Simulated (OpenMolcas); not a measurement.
# V2+, Nb2+, Ta2+: d³ down the group

```
Program             : OpenMolcas
Method              : MS-CASPT2, IPEA 0.25 Eh, imaginary shift 0.1 Eh
Basis               : ANO-R2
Scalar Hamiltonian  : X2C, finite nucleus
Spin-orbit coupling : state interaction with AMFI integrals over the reference wave functions, term energies averaged over their components
```

Active space for each ion: 3 electrons in 6 orbitals (d s); closed shells correlated by CASPT2: V2+ 3s 3p; Nb2+ 4s 4p; Ta2+ 5s 5p.

Computed levels in cm-1 above ⁴F_3/2:

```tsv
Level	V2+	Nb2+	Ta2+
⁴F_5/2	159	532	2910
⁴F_7/2	376	1211	5520
⁴F_9/2	647	1994	7580
⁴P_1/2	11640	8870	13980
²G_7/2	11960	9620	12530
²P_1/2	15360	10840	8270
²H_9/2	17040	13520	19760
²H_11/2	17220	13870	19640
²F_7/2	27850	20270	30540
weight of ⁴F in the lowest level (%)	100	99	82
```

Mixed levels, with the weight of the term that names them: Ta2+ ²H_9/2 (56 %).

Measured, with the error of the calculation in %. Measured levels: V2+ from Sugar and Corliss, J. Phys. Chem. Ref. Data 7, 1191 (1978); Nb2+ from the list in Shadmi, J. Res. Natl. Bur. Stand. 70A, 435 (1966).

| Level | V2+ | Nb2+ |
| --- | --- | --- |
| ⁴F_5/2 | 146 (+8.9) | 516 (+3.1) |
| ⁴F_7/2 | 342 (+10.0) | 1177 (+3.0) |
| ⁴F_9/2 | 584 (+10.8) | 1939 (+2.8) |
| ⁴P_1/2 | 11514 (+1.1) | 8664 (+2.3) |
| ²G_7/2 | 11966 (0) | 9236 (+4.2) |
| ²P_1/2 | 15580 (-1.4) |  |
| ²H_9/2 | 16811 (+1.4) | 12916 (+4.7) |
| ²H_11/2 | 16978 (+1.4) | 13264 (+4.6) |
| ²F_7/2 | 27728 (+0.4) | 19861 (+2.1) |

The fine-structure level ⁴F_9/2 changes by a factor of 11.7 from V2+ to Ta2+.

Without spin-orbit coupling ⁴P lies 11430, 8380, 8660 cm-1 above ⁴F in that order; the difference to the level ⁴P_1/2, of either sign, comes from spin-orbit coupling, which also lowers the zero.

CASPT2 breaks the degeneracy within a term, and the mean is taken; among the terms shown or strongly mixed into the levels shown the widest spread is 1000 cm-1 (3d³ ⁴F, V2+). Terms from blocks run as CI alone lack orbitals of their own. The CASPT2 spread within a term exceeds the gap to the next term for 3d³ ⁴P and 3d³ ²G, so the order of their levels is uncertain (holds for V2+). Configurations are named by rounded mean occupations; where the s occupation lies near a half they are strongly mixed, a name can repeat and a true partner stay unpaired (holds for Ta2+). Measured partners are found by configuration, term and J. A level has none where our copy of the source lacks it or the pairing is in doubt (some pairs that miss far off the trend of their configuration count as doubtful), and it then counts in no deviation. Only configurations of the active space appear.
